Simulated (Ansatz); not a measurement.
Ideal-gas functions of ClFMoO$_{2}$ (`[O]=[Mo](=[O])([F])[Cl]`) at 298.15 K and 1 bar, from an Ansatz frequency run at PBE0-D4/def2-TZVP.

Molar mass 182.39 g/mol, point group Cs (symmetry number 1), electronic degeneracy 1, moments of inertia 133.375, 240.776, 260.436 u Å². Harmonic wavenumbers (cm⁻¹, unscaled): 153, 198, 247, 264, 367, 462, 723, 1059, 1090.

Use S(trans) = R[1.5 ln M + 2.5 ln T − 1.1517]; rotational temperatures θ = 24.2544 K / I; S(rot) = R[ln(√π/σ · √(T³/θAθBθC)) + 1.5]; for each mode x = 1.438777 ν̃/T, S = R[x/(eˣ − 1) − ln(1 − e⁻ˣ)] and H = RT x/(eˣ − 1); 1 cm⁻¹ = 0.0119627 kJ/mol; R = 8.31446 J/(mol·K).

Problem. By hand: the entropy, in J/(mol·K).

Solution. Translation 173.8. Rotation: θ = 0.1819, 0.1007, 0.0931 K, giving 114.8. Vibration, mode by mode: 11.02, 9.00, 7.33, 6.84, 4.57, 3.18, 1.17, 0.31, 0.27, in all 43.7. Electronic 0.0. Sum 332.3 J/(mol·K).

Problem. By hand: H − E and G − E in kJ/mol, counted from the electronic energy.

Solution. Zero-point energy ½ × 4563 × 0.0119627 = 27.3; thermal vibration 7.7; translation, rotation and pV give 4 RT = 9.9. H − E = 44.9 kJ/mol, and G − E = 44.9 − 298.15 × 332.3/1000 = -54.2 kJ/mol.

Vibration gives 13 % of the entropy.
